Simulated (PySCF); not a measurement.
C₃H₁₁Si₃ (doublet state).
Cartesian coordinates in Å at the GFN2-xTB level; atoms count from 1:
```xyz
17
C3H11Si3 angstrom
Si     3.2968   -0.5595    0.0406
C      1.9586    0.5662    0.7654
Si     0.4746    0.9189   -0.3878
C     -0.3723   -0.7155   -0.7598
C     -1.6659   -1.0141   -0.6446
Si    -3.0528    0.1230   -0.0770
H      2.9056   -1.9621   -0.0609
H      3.8796   -0.0577   -1.1988
H      2.4032    1.5238    1.0390
H      1.5874    0.1291    1.6934
H      0.9854    1.4920   -1.6441
H     -0.4343    1.8779    0.2495
H      0.2971   -1.4976   -1.1142
H     -1.9766   -2.0229   -0.9071
H     -2.8634    0.5125    1.3236
H     -3.1183    1.3184   -0.9211
H     -4.3117   -0.6203   -0.1978
```

The hyperfine couplings belong to this conformer and change with its torsions.

Identity: `[SiH2]C[SiH2]/C=C\[SiH3]` [radical].

The calculation used PySCF, UKS B3LYP, pcH-1 on C H Si, non-relativistic, mean-field spin-orbit, GIAO. The structure is a single GFN2-xTB conformer in the gas phase; no vibrational or solvent corrections. Couplings are sensitive to structure, and on GFN2-xTB geometries they can be far from those on DFT ones, by a factor of two or more for some ions and for spin on atoms past the first row. The SCF solution wasn't tested for stability.

Q: The isotropic 29Si couplings are -424.6, -54.5, -1.7 MHz. Assign them to Si1; Si3; Si6.

A: 
| site | a_iso (MHz) | ρ(0) (bohr⁻³) | position | distance from Si1 (Å) | spin population | largest \|T\| (MHz) |
| --- | --- | --- | --- | --- | --- | --- |
| Si1 | -424.6 | +0.4790 | largest spin population | 0.00 | +0.98 | 172.6 |
| Si3 | -54.5 | +0.0614 | 2 bonds from Si1 | 3.21 | +0.03 | 10.0 |
| Si6 | -1.7 | +0.0020 | 5 bonds from Si1 | 6.39 | 0.00 | 0.2 |

ρ(0) is the spin density at the nucleus and T the dipolar tensor; a_iso includes a spin–orbit part; entries for several nuclei are means. The largest Mulliken spin population is on Si1 (+0.98). The angles at Si1 add up to 340.1°, so it is pyramidal.

Nuclei that the bonding pattern makes equivalent are averaged, as if the motion that swaps them (rotation, inversion, ring flip) were fast. The 1H value of +8.5 MHz is a mean of couplings from -1.0 to 18.0 MHz in this one geometry, not an average over conformers. The 1H value of +10.6 MHz is a mean of couplings from 4.8 to 16.4 MHz in this one geometry, not an average over conformers.

On one thread, Arm Neoverse V1 (aarch64), shared host with 32 logical CPUs at a one-minute load of 10, this took 88 s wall (with the writing of density and orbital grids) and 0.97 GiB of memory at its peak.
